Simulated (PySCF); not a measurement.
# Energy of Tc⁺ (technetium, charge +1) between two integer charges

The 5s alpha orbital of [Kr] 4d5 5s1 is emptied in steps (occupation f), with all orbitals relaxed, ending at [Kr] 4d5. All numbers are calculated (PySCF 2.14, a scalar-relativistic core potential, in def2-TZVPPD with the def2 core potential (28 electrons)). The exact energy is a straight line in f; departures are measured from the line between the end points of the same method.

```
   f  PBE0 (eV)  r2SCAN (eV)  LC-wPBE (eV)
   1      0.000        0.000         0.000
0.75     -0.469       -0.574        -0.016
 0.5     -0.627       -0.766        -0.022
0.25     -0.472       -0.576        -0.018
   0      0.000        0.000         0.000
```

Question: For LC-wPBE, how does the orbital energy at f = 1 compare with the removal energy?

Answer: −ε = 14.987 eV against a total-energy difference of 15.074 eV. By Janak's theorem ε = ∂E/∂f, so the gap between them reflects the curvature. Along the path −ε is 15.030 (f = 0.75), 15.069 (f = 0.5), 15.113 (f = 0.25) eV.

```json
{"method": "PBE0", "E(f=0) − E(f=1) (eV)": "15.402", "−ε at f=1 (eV)": "12.912", "−ε at f=0.5 (eV)": "15.392"}
{"method": "r2SCAN", "E(f=0) − E(f=1) (eV)": "15.642", "−ε at f=1 (eV)": "12.562", "−ε at f=0.5 (eV)": "15.632"}
{"method": "LC-wPBE", "E(f=0) − E(f=1) (eV)": "15.074", "−ε at f=1 (eV)": "14.987", "−ε at f=0.5 (eV)": "15.069"}
```

Reference removal energy between the ground levels: 15.26 eV (semi-empirical (NIST evaluation); NIST Atomic Spectra Database, ionization energies).
